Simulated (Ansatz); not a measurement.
Species: sum formula GeOCl, net charge 0, doublet state. It need not be the lowest isomer of its formula. 
Coordinates optimised at B3LYP-D3(BJ)/def2-TZVP (Ansatz, a quantum-chemistry and plane-wave program):
SMILES: [O]=[Ge][Cl]
```xyz
3

Ge    -0.3863     0.3169    -0.3028
O     -1.5957    -0.8436    -0.3508
Cl     1.4781    -0.1996     0.7350
```
Charge 0, spin multiplicity 2.

Basis-set convergence of Hartree-Fock and CCSD(T) correlation energies (hartree) with Ansatz. Correlated levels leave the core frozen unless marked. UHF or UKS for open shells. Spin-orbit coupling is left out. Frozen are the shells of the preceding noble gas and the d and f shells that filled before the atom's block. Non-relativistic.

The T1 diagnostic of CCSD in the largest basis is 0.092, which is high, so the coupled-cluster rows are less sure than usual.

```csv
basis,functions,E(HF),"E(corr, CCSD(T))"
def2-SVPD,88,-2609.26887,-0.44103
def2-TZVPPD,145,___,___
```

**Question.** What belongs in the gaps?

**Answer.** 
- def2-TZVPPD, E(HF): -2609.78040
- def2-TZVPPD, E(corr, CCSD(T)): -0.54686
